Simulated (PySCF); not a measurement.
C7H8F (doublet state).
Cartesian coordinates in Å at the GFN2-xTB level; atoms count from 1:
```xyz
16
C7H8F angstrom
F      0.6346    2.3765    0.8832
C      0.0730    1.1494    0.8272
C      0.9256   -0.0799    0.7788
C      1.4472    0.0384   -0.6785
C     -0.0099   -0.2373   -1.0337
C     -0.1691   -1.0667    0.2549
C     -1.5428   -0.4487    0.4881
C     -0.9182    0.7711   -0.2238
H      1.5889   -0.3104    1.6041
H      2.0969   -0.7859   -0.9646
H      1.8894    0.9906   -0.9669
H     -0.3362   -0.5520   -2.0184
H      0.0218   -2.1314    0.3251
H     -1.8805   -0.3001    1.5120
H     -2.3111   -0.9440   -0.1006
H     -1.5172    1.5393   -0.6983
```

The hyperfine couplings belong to this conformer and change with its torsions.

As a line formula: `F[C]1[C@@H]2C[C@H]3[C@@H]2C[C@@H]13` [radical].

Level of theory: UKS B3LYP, pcH-1 on C F H, non-relativistic, mean-field spin-orbit, GIAO in PySCF. Geometry: GFN2-xTB; no solvent, vibrations or thermal averaging. A GFN2-xTB geometry isn't a minimum of the functional, and hyperfine couplings can be far from their values at a DFT geometry. The SCF solution wasn't tested for stability.

Task: Break the g tensor into its mass correction, gauge correction and orbital-Zeeman/spin–orbit terms.

Result: 
| Δg (ppm) | 1 | 2 | 3 |
| --- | --- | --- | --- |
| relativistic mass correction | -208 | -208 | -208 |
| gauge correction | 9 | 25 | 24 |
| orbital Zeeman/spin–orbit | -48 | 1810 | 2315 |
| total | -247 | 1627 | 2131 |

So g = 2.00207, 2.00395, 2.00445 and g_iso = 2.00349; the tensor is rhombic: the two nearest values differ by 21 % of g3 − g1. 

Task: What effective moment and Curie constant follow for a powder?

Result: With the mean of g² = 4.0140 and S(S+1) = 0.75: μ_eff = √(⟨g²⟩S(S+1)) = 1.735 μB and χT = 0.12505·⟨g²⟩·S(S+1) = 0.376 cm³ K/mol (cgs; spin-Hamiltonian part alone).

Task: What are the electron Larmor frequencies g μB B/h along the three axes at 1200 mT?

Result: 33.6258, 33.6573, 33.6657 GHz for g1, g2 and g3, a range of 39.9 MHz.

Task: In a frozen sample, at which fields do the three g values resonate at 9.5, 34, 94 and 263 GHz (hyperfine left aside), and which band first spreads them over more than twice a line width of 1.0 mT?

Result: 
```tsv
band	GHz	B(g3) mT	B(g2) mT	B(g1) mT	spread mT
X	9.5	338.62	338.71	339.03	0.40
Q	34.0	1211.91	1212.22	1213.35	1.44
W	94.0	3350.59	3351.43	3354.57	3.98
J	263.0	9374.52	9376.87	9385.65	11.14
```

The spread grows in proportion to the frequency. W band is the first where it exceeds 2.0 mT.

Largest spin populations (Mulliken): C2 (+0.89), F1 (+0.06) and C5 (+0.06). C2 is the only atom above +0.15. The angles at C2 add up to 341.5°, so it is pyramidal.

The HOMO–LUMO gaps are 6.59 eV among the α and 6.73 eV among the β orbitals.
